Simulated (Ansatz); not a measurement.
Relaxation of CH7BFNOSi (13 atoms, charge 0, multiplicity 1), to a largest force component of 0.015 eV/Å in at most 40 steps.

Computed with RKS CAM-B3LYP-D4/6-31G* in Ansatz 0.2.0.

```xyz
13
Properties=species:S:1:pos:R:3:forces:R:3
N -1.686 -0.017 -0.139 -1.49 3.02 -0.10
C -0.342 0.030 0.281 0.88 0.85 -1.19
F -0.307 0.066 1.651 0.55 -0.06 1.80
Si 0.600 -1.503 -0.335 -2.33 -0.81 0.70
B 0.418 1.296 -0.339 0.78 1.51 3.20
O 1.042 2.297 0.563 -0.34 -3.33 -2.41
H -2.185 0.870 0.257 0.92 -2.05 -1.04
H -2.171 -0.784 0.268 -0.43 -0.94 0.39
H 0.469 -1.546 -1.758 0.16 -0.07 -1.11
H -0.139 -2.699 0.248 0.35 0.42 -0.21
H 1.921 -1.497 0.123 1.81 0.03 0.52
H 0.479 1.470 -1.475 0.17 0.04 -1.20
H 0.347 2.908 0.725 -1.02 1.38 0.63
```

Q: Where does it end, and by what steps?

A: The run converged. After 15 steps the energy has fallen by 1.599 eV; H13 moved furthest, 1.22 Å.

```csv
step,energy less start (eV),largest force component (eV/Å),accepted
0,0.0000,3.327,yes
1,-0.4903,2.018,yes
2,-0.6569,2.281,yes
3,-0.8581,2.670,yes
4,-1.2192,1.134,yes
5,-1.3716,2.548,yes
6,-1.4903,1.038,yes
7,-1.5554,0.252,yes
8,-1.5730,0.666,yes
9,-1.5903,0.161,yes
10,-1.5963,0.098,yes
11,-1.5969,0.153,yes
12,-1.5979,0.068,yes
13,-1.5984,0.028,yes
14,-1.5985,0.017,yes
15,-1.5985,0.005,yes
```

```xyz
13
Properties=species:S:1:pos:R:3
N -1.758 -0.014 -0.151
C -0.397 0.166 0.155
F -0.178 0.336 1.605
Si 0.581 -1.422 -0.233
B 0.257 1.455 -0.500
O 0.942 2.276 0.309
H -2.338 0.807 -0.012
H -2.184 -0.816 0.301
H 0.688 -1.636 -1.696
H -0.163 -2.549 0.385
H 1.936 -1.334 0.359
H 0.190 1.699 -1.666
H 0.871 1.924 1.217
```

Whether the end is a true minimum wasn't checked by a vibrational analysis.

The run took 120 s on 2 threads of Intel(R) Xeon(R) Platinum 8259CL CPU @ 2.50GHz (Skylake/Cascade Lake) (shared host), peak memory 0.33 GiB.
